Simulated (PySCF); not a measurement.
# Correlation energy of Ti²⁺ (titanium, charge +2)

[Ar] 3d1 4s1, high-spin 3D determinant (an excited configuration). Computed with PySCF 2.14 in x2c-TZVPPall (6s5p4d2f1g, 64 functions), with scalar relativity by spin-free X2C-1e. Frozen: [Ar]; 2 electrons correlated.

With two correlated electrons CCSD is exact within the correlated space (frozen core and kept virtual orbitals).

| level | correlation energy (mhartree) |
| --- | --- |
| CCSD | -4.02 |

Diagnostics: T1 = 0.0046, D1 = 0.0088, largest double amplitude 0.014.

**Question.** Is a single reference adequate?

**Answer.** Yes: T1 lies below 0.03 and no double amplitude reaches 0.07.
